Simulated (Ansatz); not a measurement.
`C[Se][Se][SiH3]`. The species carries charge 0 and has multiplicity 1. The geometry is a stationary point of PBE0-D4/def2-TZVP. It is one conformer, not always the lowest.

```xyz
10

C    -0.506   -1.730   -0.936
Se    1.014   -0.579   -1.322
Se   -0.022    1.503   -1.105
Si    0.397    1.637    1.133
H    -0.875   -1.537    0.069
H    -1.290   -1.573   -1.674
H    -0.133   -2.754   -1.002
H    -0.239    2.889    1.623
H    -0.203    0.469    1.827
H     1.856    1.673    1.388
```

Q: What is the dipole moment at B3LYP/def2-TZVPP? (Estimate.)

A: Ansatz gave: 1.54 D, with components (-0.76, -1.10, 0.76) D in this frame, pointing from negative to positive charge.

Q: And with PBE, r2SCAN, ωB97M-V? (An estimate is asked.)

A: Computed: PBE 1.52 D, r2SCAN 1.63 D, ωB97M-V 1.57 D.

Q: Give the Mulliken charges with B3LYP, PBE, r2SCAN in def2-TZVPP. (An estimate is asked.)

A: The calculation gave: 
| atom | B3LYP | PBE | r2SCAN |
| --- | --- | --- | --- |
| C1 | -0.35 | -0.34 | -0.23 |
| Se2 | -0.01 | -0.01 | -0.02 |
| Se3 | -0.15 | -0.13 | -0.16 |
| Si4 | 0.27 | 0.21 | 0.30 |
| H5 | 0.13 | 0.13 | 0.10 |
| H6 | 0.14 | 0.14 | 0.10 |
| H7 | 0.13 | 0.13 | 0.10 |
| H8 | -0.06 | -0.05 | -0.07 |
| H9 | -0.06 | -0.04 | -0.07 |
| H10 | -0.04 | -0.03 | -0.05 |

B3LYP here is the variant with VWN-RPA as its local correlation; programs differ in this.
